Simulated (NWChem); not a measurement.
Species: HTeBr; SMILES Br[TeH]

Computed with NWChem. Coordinates come from a PBE0/def2-SVP optimisation. Not confirmed as a minimum by frequencies. def2 effective core potentials on Te; no spin-orbit coupling. Ions are spin-unrestricted doublets at the neutral geometry; other ion states weren't tried.

For level B3LYP/def2-SVP:

```yaml
vertical ionisation energy, ΔSCF (eV): 8.73
"−ε(HOMO) (eV)": 6.21
```

### Question
How do the values read with level PBE/def2-SVP instead?

### Answer
The vertical ionisation energy, ΔSCF (eV) is 8.54. The −ε(HOMO) (eV) is 5.35.
